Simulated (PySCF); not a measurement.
**Molecular orbitals of InH⁺**

PBE at R = 1.857 Å; In def2-TZVP with ECP28, H def2-TZVP; scalar-relativistic core potentials (PySCF 2.14). State: ²Σ⁺ (doublet), unpaired electrons σ ↑. Only the outer orbitals are listed, counted within each symmetry, core potentials removing the inner ones.

```csv
spin,orbital,occ.,ε (eV),on In (%),main shells (%)
α,3σ,1,-26.14,99,99 In d
α,1δ,1,-26.13,100,100 In d
α,1δ,1,-26.13,100,100 In d
α,2π,1,-26.04,100,100 In d
α,2π,1,-26.04,100,100 In d
α,4σ,1,-16.72,68,"62 In s, 32 H s"
α,5σ,1,-12.79,64,"36 H s, 35 In s, 28 In p"
α,3π,0,-8.69,100,100 In p
α,3π,0,-8.69,100,100 In p
α,6σ,0,-5.76,83,"70 In p, 16 H s, 9 In d"
β,1δ,1,-26.07,100,100 In d
β,1δ,1,-26.07,100,100 In d
β,3σ,1,-25.99,99,99 In d
β,2π,1,-25.94,100,100 In d
β,2π,1,-25.94,100,100 In d
β,4σ,1,-15.84,84,"79 In s, 16 H s"
β,5σ,0,-11.10,63,"40 In p, 37 H s, 20 In s"
β,3π,0,-8.39,100,100 In p
β,3π,0,-8.39,100,100 In p
```

Which are the highest filled and the lowest empty level, where do they sit, and how wide is the gap?

Highest filled α 5σ at -12.79 eV (in %: 36 H s, 35 In s, 28 In p); lowest empty β 5σ at -11.10 eV (in %: 40 In p, 37 H s, 20 In s); the gap at PBE is 1.69 eV.

The bond order (Mayer) is 0.68, the ⟨S²⟩ is 0.757 and the charge on In (Mulliken, basis-dependent) is 0.86. The charge on In (Löwdin, basis-dependent) is 0.90, the dipole moment (positive dipole points towards H; it is taken about the centre of mass and depends on that origin) is 0.38 D and the polarisability along the bond is 36.7 bohr³. The polarisability across the bond is 24.3 bohr³.

Spin–orbit coupling is left out. The state is the lowest determinant that a PBE0 search found; another state may lie lower at other levels.
